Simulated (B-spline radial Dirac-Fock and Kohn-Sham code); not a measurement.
**Dipole and non-dipole photoemission parameters of Yb 5s**

System: the Yb atom in the configuration 1s2 2s2 2p6 3s2 3p6 3d10 4s2 4p6 4d10 4f14 5s2 5p6 6s2; threshold 59.25 eV (orbital energy of the model). The computed values come from a radial B-spline solver: Dirac-Hartree-Slater photoionisation with a Latter tail; cross sections with all multipoles, angular parameters from the dipole term and its interference with E2.

The run's input, task.json:

```json
{"items": [{
  "Z": 70,
  "q": 0,
  "cfg": [[1, 0, 2], [2, 0, 2], [2, 1, 6], [3, 0, 2], [3, 1, 6], [3, 2, 10], [4, 0, 2], [4, 1, 6], [4, 2, 10], [4, 3, 14], [5, 0, 2], [5, 1, 6], [6, 0, 2]],
  "A": 174,
  "rrms": 5.3108,
  "do": "xps",
  "hv": [52.9, 62.5, 68.7, 77.7, 100, 107.0, 108.0, 200, 273.0, 374.0, 400.0, 521.0, 566.0, 577.0, 676.0, 758.0, 800, 916.0, 968.0, 1253.6, 2390.0, 2910.0, 2984.4, 3060.0, 6520.0, 8047.8, 10500.0, 11300.0, 12000, 15000],
  "edges": {"K": 61332.0, "L1": 10486.0, "L2": 9978.0, "L3": 8944.0, "M1": 2398.0, "M2": 2173.0, "M3": 1950.0, "M4": 1576.0, "M5": 1528.0, "N1": 480.5, "N2": 388.7, "N3": 339.7, "N4": 191.2, "N5": 182.4}
}]}
```

Launch: `python xray2_run.py task.json out`

For linearly polarised light dσ/dΩ = σ/(4π) [1 + β P₂(cos θ) + (δ + γ cos²θ) sin θ cos φ], with θ from the polarisation vector and φ the angle between the beam and the projection of the electron momentum on the plane normal to the polarisation.

```csv
hν (eV),σ (kb),β,γ
68.7,49.4,-0.451,-0.262
77.7,54.3,0.320,-0.374
100,69.6,1.220,-0.190
107,72.0,1.344,-0.133
108,72.3,1.359,-0.125
200,58.8,1.772,0.212
273,43.6,1.834,0.305
374,30.3,1.871,0.367
400,27.9,1.877,0.378
521,19.8,1.897,0.407
566,17.6,1.902,0.411
577,17.2,1.903,0.412
676,13.8,1.911,0.415
758,11.7,1.917,0.412
800,10.8,1.919,0.409
916,8.85,1.925,0.398
968,8.15,1.927,0.392
1253.6,5.48,1.935,0.348
2390,1.90,1.950,0.147
2910,1.35,1.954,0.070
2984.4,?,?,?
3060,1.24,1.955,0.050
6520,0.306,1.963,-0.147
8047.8,0.203,1.964,-0.131
10500,0.120,1.965,-0.043
11300,0.103,1.966,-0.003
12000,0.0912,1.966,0.035
15000,0.0576,1.966,0.224
```

**Question.** Give the values at Ag Lα (2984.4 eV).

**Answer.** σ = 1.29 kb, β = 1.954, γ = 0.060. For an s subshell δ is negligible.
